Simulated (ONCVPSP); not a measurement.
## iron (Fe): ONCV pseudisation with BLYP, scalar-relativistic reference atom.

| Quantity | Value |
| --- | --- |
| Element | iron |
| Generator | ONCVPSP 4.0.1 |
| Type | optimised norm-conserving Vanderbilt (ONCV) |
| Functional | BLYP |
| Relativity | scalar-relativistic |
| Frozen core | [Ne] |
| Valence charge | 16 |
| Reference configuration | 3s2 3p6 3d6 (charge +2) |
| Partial waves | 3s: rc 1.30 bohr, ncon 3, nbas 6, qcut 11.3 1/bohr, 2 projectors, debl 3.9 Ha; 3p: rc 0.90 bohr, ncon 5, nbas 8, qcut 9 1/bohr, 2 projectors, debl 3.1 Ha; 3d: rc 1.35 bohr, ncon 5, nbas 10, qcut 13.2 1/bohr, 3 projectors, debl 1.2 Ha |
| Local potential | polynomial inside 0.60 bohr (lpopt 5, dvloc0 4 Ha) |
| Core correction | Teter function, fcfact 3, rcfact 1.25 |

In the s channel the program set the typed energies aside and used -4.127, 0.250 Ha.

All-electron outer shells of the reference configuration (BLYP, scalar-relativistic, ld1.x):

```tsv
shell	level (eV)	outermost node (bohr)	outermost maximum (bohr)
3s	-112.31	0.33	0.70
3p	-78.43	0.30	0.72
3d	-25.74	–	0.71
```

**Question.** Does the generator finish with these settings?

**Answer.** Yes, a potential is produced and its reference levels are reproduced.

**Question.** Estimate the cutoffs (Ha) at which the residual kinetic energy of the hardest occupied pseudo-wave falls to 1 and 0.1 mHa per electron.

**Answer.** 111 Ha and 222 Ha.

**Question.** Does the potential have ghost states?

**Answer.** No bound ghost flagged; GHOST(+) flagged for s at 341.5 eV.

**Question.** Which valence shell sets the plane-wave cutoff?

**Answer.** 3p: 111 Ha for 1 mHa per electron, against 63 Ha for 3d.

**Question.** Tests: 3s2 3p6 3d6 4s2; 3s2 3p6 3d6 4s1; 3s2 3p6 3d5; 3s2 3p6 3d6 4p2. Which has the largest error in its energy relative to the reference configuration, and how large is it?

**Answer.** 3s2 3p6 3d5, with +18 meV (all-electron minus pseudo) on +34.23 eV.
